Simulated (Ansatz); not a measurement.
The cluster Al2Cu6, relaxed as a quintet with UKS r2SCAN-D4/def2-SVP in Ansatz, starting from the r2SCAN-D4/def2-SVP geometry of the neutral singlet. Force threshold 0.03 eV/Å.

At r2SCAN-D4/def2-SVP a singlet of charge 0 lies 0.88 eV below the quintet, each at its own geometry. The structure comes from a short search, and lower isomers may exist.

Start:

```xyz
8

Al    0.4323    0.3777   -1.3700
Al   -0.0776    1.4856    1.4327
Cu   -1.5896   -0.7259   -1.8895
Cu    1.3792   -0.5071    0.6815
Cu    1.9660    0.9701    2.3888
Cu   -1.6028    1.2155   -0.4216
Cu    0.4240   -1.9551   -1.2203
Cu   -0.9315   -0.8607    0.3984
```

```csv
step,energy (eV),largest force component (eV/Å),SCF passes
1,-280996.8786,1.083,59
2,-280997.1903,0.681,41
3,-280997.3027,0.142,41
4,-280997.3122,0.046,34
5,-280997.3375,0.114,40
6,-280997.3720,0.173,39
7,-280997.4285,0.257,40
8,-280997.5261,0.362,40
9,-280997.6663,0.447,38
10,-280997.7972,0.314,39
11,-280997.8514,0.260,46
12,-280997.8635,0.059,38
13,-280997.8649,0.023,36
```

Force components are those of the run's own axes.

End:

| atom | x (Å) | y (Å) | z (Å) |
| --- | --- | --- | --- |
| Al1 | 0.7393 | 0.5213 | -0.8716 |
| Al2 | -0.3630 | 1.0226 | 1.6916 |
| Cu3 | -1.1777 | -0.4029 | -1.9512 |
| Cu4 | 1.1561 | -0.9393 | 1.0753 |
| Cu5 | 1.9416 | 1.2685 | 1.0758 |
| Cu6 | -1.6651 | 1.3109 | -0.3442 |
| Cu7 | 0.4975 | -1.8922 | -1.0504 |
| Cu8 | -1.1288 | -0.8890 | 0.3746 |

Bonds formed: Al1–Cu5 (atoms count from 1).

No frequencies were taken in this run, so the end may be a saddle point.

Hardware: 4 threads of Arm Neoverse V2 on a shared host. Wall time 5.8 min.
